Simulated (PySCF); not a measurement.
[MoO4]2- (charge -2 and singlet state).
Cartesian coordinates in Å at the PBE0-D3(BJ)/def2-SVP level; atoms count from 1:
```
atom  x, y, z in Å
Mo1    0.0146   -0.0221   -0.0125
O2     0.0273   -0.0409    1.7533
O3     1.6754   -0.0433   -0.6121
O4    -0.7979    1.4403   -0.5800
O5    -0.8447   -1.4445   -0.6108
```

Theory: PBE0-D3(BJ)/def2-SVP geometry optimisation, gas phase, def2 core potentials past Kr in PySCF 2.14.0.

Question: Which atoms are bound to Mo1, and at what distances?

Answer: 4 atoms: O3 1.766 Å, O2 1.766 Å, O5 1.766 Å, O4 1.767 Å.

Question: What is the shape at Mo1?

Answer: Tetrahedral: angles from 109.4° to 109.5°; τ4 = (360° − α − β)/141° = 1.00 with α and β the two widest (0 for a square, 1 for a tetrahedron).

Question: What are the rotational constants (commonest isotopes, rigid rotor)?

Answer: A = 3800, B = 3799, C = 3797 MHz: a spherical top.

Point group: Td (every atom within 0.08 Å of its image). Charge -2, singlet. Whether so highly charged an anion holds all its electrons in the gas phase wasn't checked; a finite basis holds them in any case. No counter-ion or solvent screens the charge of this multiply charged ion. The geometry's basis has no diffuse functions, a weakness for an anion. Whether it is a minimum is left open (no frequencies).
